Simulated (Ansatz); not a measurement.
`F[SiH2][O][GeH2][Cl]`, charge 0, multiplicity 1.

(1) Give a relaxed structure at PBE0-D4/def2-TZVP (Ansatz 0.2.0). (An estimate is asked.)

## Answers

(1) Ansatz gave: 
Cartesian coordinates in Å:
```
F -1.409 -0.305 -1.817
Si -1.546 -0.046 -0.247
O -0.184 -0.511 0.503
Ge 1.543 -0.166 0.403
Cl 1.767 1.907 -0.109
H -2.647 -0.892 0.257
H -1.797 1.400 -0.069
H 2.156 -1.002 -0.722
H 2.116 -0.386 1.801
```
This is one stationary point; other conformers may exist.
